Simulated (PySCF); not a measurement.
Simulation results for ClGeHO

Computed with PySCF 2.14.0. Calculation on a computer-drawn molecule: vertical ionisation energy to the stated ion spin, frozen-core CCSD(T) at the basis limit and cheaper methods, single-reference cases, UHF for radicals, no spin-orbit; all values are single points at the evaluated structure, the first of each entry, which is the reference or a displaced copy of it and isn't optimised; the reference structure only sets the zero of the energies above reference; triples share is (T) over the correlation energy; on germanium a core potential holds 10 electrons, which the energies leave out, and 3d is frozen in MP2 and coupled-cluster steps.

Common to all runs: charge 0; multiplicity 1; ion multiplicity 2; diffuse functions no; basis cc-pV(n+d)Z; basis and core potential on germanium cc-pVnZ-PP ECP10MDF; reference is the Hartree-Fock double-zeta minimum; best is HF at quadruple zeta + MP2 correlation extrapolated from triple and quadruple zeta + CCSD(T) minus MP2 at triple zeta; basis step is the size of the change from the same recipe one zeta lower.

(1) 
```xyz
4
formula=ClGeHO ionisation_energy_best=9.818 ionisation_energy_basis_step=0.1084 energy_above_reference_best=9.654 energy_above_reference_basis_step=0.1159 ionisation_energy_Koopmans_at_triple_zeta=9.95 ionisation_energy_EOM_CCSD_at_triple_zeta=9.706 total_energy_HF_triple_zeta=-828.4452 total_energy_CCSD(T)_triple_zeta=-829.0199 total_energy_best=-829.1120 T1_diagnostic_at_triple_zeta=0.01529 D1_diagnostic_at_triple_zeta=0.04784 ion_T1_diagnostic_at_triple_zeta=0.02253 ion_D1_diagnostic_at_triple_zeta=0.0709 ion_spin_squared_at_triple_zeta=0.7858 triples_share_at_triple_zeta=0.04076 basis_functions_triple_zeta=122 dipole_magnitude_HF_at_triple_zeta=2.828 dipole_magnitude_CCSD_unrelaxed_at_triple_zeta=2.666 dipole_magnitude_PBE_at_triple_zeta=2.635 dipole_magnitude_r2SCAN_at_triple_zeta=2.674 dipole_magnitude_B3LYP_at_triple_zeta=2.764 dipole_magnitude_wB97X_at_triple_zeta=2.827
O      0.4138     1.0679     1.2897
Ge    -1.1083     0.8834     0.4590
Cl    -2.4011     0.8439     2.1003
H      1.3505     1.1512     0.7686
```

Units: ionisation_energy_best, ionisation_energy_basis_step, ionisation_energy_Koopmans_at_triple_zeta, ionisation_energy_EOM_CCSD_at_triple_zeta in eV; energy_above_reference_best, energy_above_reference_basis_step in kcal/mol; total_energy_HF_triple_zeta, total_energy_CCSD(T)_triple_zeta, total_energy_best in hartree; dipole_magnitude_HF_at_triple_zeta, dipole_magnitude_CCSD_unrelaxed_at_triple_zeta, dipole_magnitude_PBE_at_triple_zeta, dipole_magnitude_r2SCAN_at_triple_zeta, dipole_magnitude_B3LYP_at_triple_zeta, dipole_magnitude_wB97X_at_triple_zeta in debye.

Reference structure:
```xyz
4
ClGeHO
O      0.4701     1.1763     1.3714
Ge    -1.0029     0.8501     0.4389
Cl    -2.4002     0.9099     2.1433
H      1.2726     1.2096     0.8670
```

Drawn bonds:
| atom | other atom | order |
| --- | --- | --- |
| 1 | 2 | 1 |
| 2 | 3 | 1 |
| 1 | 4 | 1 |

Triple zeta:
| method | ionisation energy (eV) | energy above reference (kcal/mol) |
| --- | --- | --- |
| HF | 8.974 | 11.81 |
| PBE | 9.476 | 9.035 |
| r2SCAN | 9.596 | 9.024 |
| B3LYP | 9.725 | 9.911 |
| wB97X | 9.856 | 9.273 |
| MP2 | 9.627 | 9.414 |
| CCSD | 9.653 | 9.932 |
| CCSD(T) | 9.625 | 9.763 |

(2) 
```xyz
4
formula=ClGeHO ionisation_energy_best=9.699 ionisation_energy_basis_step=0.1182 energy_above_reference_best=42.53 energy_above_reference_basis_step=0.2689 ionisation_energy_Koopmans_at_triple_zeta=9.875 ionisation_energy_EOM_CCSD_at_triple_zeta=9.561 total_energy_HF_triple_zeta=-828.3807 total_energy_CCSD(T)_triple_zeta=-828.9671 total_energy_best=-829.0596 T1_diagnostic_at_triple_zeta=0.01705 D1_diagnostic_at_triple_zeta=0.05289 ion_T1_diagnostic_at_triple_zeta=0.02677 ion_D1_diagnostic_at_triple_zeta=0.08099 ion_spin_squared_at_triple_zeta=0.8078 triples_share_at_triple_zeta=0.04297 basis_functions_triple_zeta=122 dipole_magnitude_HF_at_triple_zeta=3.111 dipole_magnitude_CCSD_unrelaxed_at_triple_zeta=2.847 dipole_magnitude_PBE_at_triple_zeta=2.787 dipole_magnitude_r2SCAN_at_triple_zeta=2.858 dipole_magnitude_B3LYP_at_triple_zeta=2.943 dipole_magnitude_wB97X_at_triple_zeta=3.074
O      0.4138     1.0679     1.2897
Ge    -1.1083     0.8834     0.4590
Cl    -2.4011     0.8439     2.1003
H      1.5718     1.1709     0.6455
```

Units: ionisation_energy_best, ionisation_energy_basis_step, ionisation_energy_Koopmans_at_triple_zeta, ionisation_energy_EOM_CCSD_at_triple_zeta in eV; energy_above_reference_best, energy_above_reference_basis_step in kcal/mol; total_energy_HF_triple_zeta, total_energy_CCSD(T)_triple_zeta, total_energy_best in hartree; dipole_magnitude_HF_at_triple_zeta, dipole_magnitude_CCSD_unrelaxed_at_triple_zeta, dipole_magnitude_PBE_at_triple_zeta, dipole_magnitude_r2SCAN_at_triple_zeta, dipole_magnitude_B3LYP_at_triple_zeta, dipole_magnitude_wB97X_at_triple_zeta in debye.

Reference structure:
```xyz
4
ClGeHO
O      0.4701     1.1763     1.3714
Ge    -1.0029     0.8501     0.4389
Cl    -2.4002     0.9099     2.1433
H      1.2726     1.2096     0.8670
```

Drawn bonds:
| atom | other atom | order |
| --- | --- | --- |
| 1 | 2 | 1 |
| 2 | 3 | 1 |
| 1 | 4 | 1 |

Triple zeta:
| method | ionisation energy (eV) | energy above reference (kcal/mol) |
| --- | --- | --- |
| HF | 8.81 | 52.29 |
| PBE | 9.347 | 39.38 |
| r2SCAN | 9.458 | 41.61 |
| B3LYP | 9.587 | 42.56 |
| wB97X | 9.703 | 43.85 |
| MP2 | 9.538 | 42.83 |
| CCSD | 9.525 | 44.16 |
| CCSD(T) | 9.502 | 42.88 |

(3) 
```xyz
4
formula=ClGeHO ionisation_energy_best=10.23 ionisation_energy_basis_step=0.101 energy_above_reference_best=1.37 energy_above_reference_basis_step=0.1618 ionisation_energy_Koopmans_at_triple_zeta=10.37 ionisation_energy_EOM_CCSD_at_triple_zeta=10.12 total_energy_HF_triple_zeta=-828.4635 total_energy_CCSD(T)_triple_zeta=-829.0331 total_energy_best=-829.1252 T1_diagnostic_at_triple_zeta=0.01528 D1_diagnostic_at_triple_zeta=0.04853 ion_T1_diagnostic_at_triple_zeta=0.02459 ion_D1_diagnostic_at_triple_zeta=0.07097 ion_spin_squared_at_triple_zeta=0.8062 triples_share_at_triple_zeta=0.04025 basis_functions_triple_zeta=122 dipole_magnitude_HF_at_triple_zeta=3.786 dipole_magnitude_CCSD_unrelaxed_at_triple_zeta=3.526 dipole_magnitude_PBE_at_triple_zeta=3.42 dipole_magnitude_r2SCAN_at_triple_zeta=3.489 dipole_magnitude_B3LYP_at_triple_zeta=3.601 dipole_magnitude_wB97X_at_triple_zeta=3.731
O      0.4761     1.1859     1.3521
Ge    -0.9829     0.8446     0.4357
Cl    -2.4077     0.9228     2.1524
H      1.2842     1.2202     0.9028
```

Units: ionisation_energy_best, ionisation_energy_basis_step, ionisation_energy_Koopmans_at_triple_zeta, ionisation_energy_EOM_CCSD_at_triple_zeta in eV; energy_above_reference_best, energy_above_reference_basis_step in kcal/mol; total_energy_HF_triple_zeta, total_energy_CCSD(T)_triple_zeta, total_energy_best in hartree; dipole_magnitude_HF_at_triple_zeta, dipole_magnitude_CCSD_unrelaxed_at_triple_zeta, dipole_magnitude_PBE_at_triple_zeta, dipole_magnitude_r2SCAN_at_triple_zeta, dipole_magnitude_B3LYP_at_triple_zeta, dipole_magnitude_wB97X_at_triple_zeta in debye.

Reference structure:
```xyz
4
ClGeHO
O      0.4701     1.1763     1.3714
Ge    -1.0029     0.8501     0.4389
Cl    -2.4002     0.9099     2.1433
H      1.2726     1.2096     0.8670
```

Drawn bonds:
| atom | other atom | order |
| --- | --- | --- |
| 1 | 2 | 1 |
| 2 | 3 | 1 |
| 1 | 4 | 1 |

Triple zeta:
| method | ionisation energy (eV) | energy above reference (kcal/mol) |
| --- | --- | --- |
| HF | 9.419 | 0.2911 |
| PBE | 9.833 | 1.558 |
| r2SCAN | 9.984 | 1.331 |
| B3LYP | 10.09 | 1.157 |
| wB97X | 10.25 | 1.177 |
| MP2 | 10.09 | 1.528 |
| CCSD | 10.06 | 1.291 |
| CCSD(T) | 10.02 | 1.438 |

(4) 
```xyz
4
formula=ClGeHO ionisation_energy_best=10.14 ionisation_energy_basis_step=0.1059 energy_above_reference_best=0.2802 energy_above_reference_basis_step=0.006093 ionisation_energy_Koopmans_at_triple_zeta=10.29 ionisation_energy_EOM_CCSD_at_triple_zeta=10.04 total_energy_HF_triple_zeta=-828.4638 total_energy_CCSD(T)_triple_zeta=-829.0351 total_energy_best=-829.1269 T1_diagnostic_at_triple_zeta=0.01536 D1_diagnostic_at_triple_zeta=0.04904 ion_T1_diagnostic_at_triple_zeta=0.02371 ion_D1_diagnostic_at_triple_zeta=0.07244 ion_spin_squared_at_triple_zeta=0.7977 triples_share_at_triple_zeta=0.04048 basis_functions_triple_zeta=122 dipole_magnitude_HF_at_triple_zeta=3.492 dipole_magnitude_CCSD_unrelaxed_at_triple_zeta=3.256 dipole_magnitude_PBE_at_triple_zeta=3.178 dipole_magnitude_r2SCAN_at_triple_zeta=3.237 dipole_magnitude_B3LYP_at_triple_zeta=3.349 dipole_magnitude_wB97X_at_triple_zeta=3.454
O      0.5042     1.1829     1.3848
Ge    -0.9831     0.9049     0.4815
Cl    -2.4140     0.9232     2.1494
H      1.2923     1.2365     0.8459
```

Units: ionisation_energy_best, ionisation_energy_basis_step, ionisation_energy_Koopmans_at_triple_zeta, ionisation_energy_EOM_CCSD_at_triple_zeta in eV; energy_above_reference_best, energy_above_reference_basis_step in kcal/mol; total_energy_HF_triple_zeta, total_energy_CCSD(T)_triple_zeta, total_energy_best in hartree; dipole_magnitude_HF_at_triple_zeta, dipole_magnitude_CCSD_unrelaxed_at_triple_zeta, dipole_magnitude_PBE_at_triple_zeta, dipole_magnitude_r2SCAN_at_triple_zeta, dipole_magnitude_B3LYP_at_triple_zeta, dipole_magnitude_wB97X_at_triple_zeta in debye.

Reference structure:
```xyz
4
ClGeHO
O      0.4701     1.1763     1.3714
Ge    -1.0029     0.8501     0.4389
Cl    -2.4002     0.9099     2.1433
H      1.2726     1.2096     0.8670
```

Drawn bonds:
| atom | other atom | order |
| --- | --- | --- |
| 1 | 2 | 1 |
| 2 | 3 | 1 |
| 1 | 4 | 1 |

Triple zeta:
| method | ionisation energy (eV) | energy above reference (kcal/mol) |
| --- | --- | --- |
| HF | 9.335 | 0.1032 |
| PBE | 9.768 | 0.1858 |
| r2SCAN | 9.91 | 0.1187 |
| B3LYP | 10.02 | 0.1853 |
| wB97X | 10.18 | 0.09431 |
| MP2 | 9.989 | 0.1658 |
| CCSD | 9.981 | 0.169 |
| CCSD(T) | 9.947 | 0.1874 |

(5) 
```xyz
4
formula=ClGeHO ionisation_energy_best=9.937 ionisation_energy_basis_step=0.108 energy_above_reference_best=2.923 energy_above_reference_basis_step=0.2417 ionisation_energy_Koopmans_at_triple_zeta=10.05 ionisation_energy_EOM_CCSD_at_triple_zeta=9.837 total_energy_HF_triple_zeta=-828.4599 total_energy_CCSD(T)_triple_zeta=-829.0306 total_energy_best=-829.1227 T1_diagnostic_at_triple_zeta=0.01487 D1_diagnostic_at_triple_zeta=0.047 ion_T1_diagnostic_at_triple_zeta=0.02238 ion_D1_diagnostic_at_triple_zeta=0.07001 ion_spin_squared_at_triple_zeta=0.7847 triples_share_at_triple_zeta=0.04011 basis_functions_triple_zeta=122 dipole_magnitude_HF_at_triple_zeta=2.559 dipole_magnitude_CCSD_unrelaxed_at_triple_zeta=2.403 dipole_magnitude_PBE_at_triple_zeta=2.383 dipole_magnitude_r2SCAN_at_triple_zeta=2.412 dipole_magnitude_B3LYP_at_triple_zeta=2.522 dipole_magnitude_wB97X_at_triple_zeta=2.561
O      0.5042     1.1829     1.3848
Ge    -0.9831     0.9049     0.4815
Cl    -2.3320     0.9222     2.0538
H      1.2923     1.2365     0.8459
```

Units: ionisation_energy_best, ionisation_energy_basis_step, ionisation_energy_Koopmans_at_triple_zeta, ionisation_energy_EOM_CCSD_at_triple_zeta in eV; energy_above_reference_best, energy_above_reference_basis_step in kcal/mol; total_energy_HF_triple_zeta, total_energy_CCSD(T)_triple_zeta, total_energy_best in hartree; dipole_magnitude_HF_at_triple_zeta, dipole_magnitude_CCSD_unrelaxed_at_triple_zeta, dipole_magnitude_PBE_at_triple_zeta, dipole_magnitude_r2SCAN_at_triple_zeta, dipole_magnitude_B3LYP_at_triple_zeta, dipole_magnitude_wB97X_at_triple_zeta in debye.

Reference structure:
```xyz
4
ClGeHO
O      0.4701     1.1763     1.3714
Ge    -1.0029     0.8501     0.4389
Cl    -2.4002     0.9099     2.1433
H      1.2726     1.2096     0.8670
```

Drawn bonds:
| atom | other atom | order |
| --- | --- | --- |
| 1 | 2 | 1 |
| 2 | 3 | 1 |
| 1 | 4 | 1 |

Triple zeta:
| method | ionisation energy (eV) | energy above reference (kcal/mol) |
| --- | --- | --- |
| HF | 9.097 | 2.592 |
| PBE | 9.597 | 3.722 |
| r2SCAN | 9.721 | 2.609 |
| B3LYP | 9.848 | 3.725 |
| wB97X | 9.984 | 2.373 |
| MP2 | 9.758 | 2.746 |
| CCSD | 9.777 | 2.831 |
| CCSD(T) | 9.75 | 2.995 |
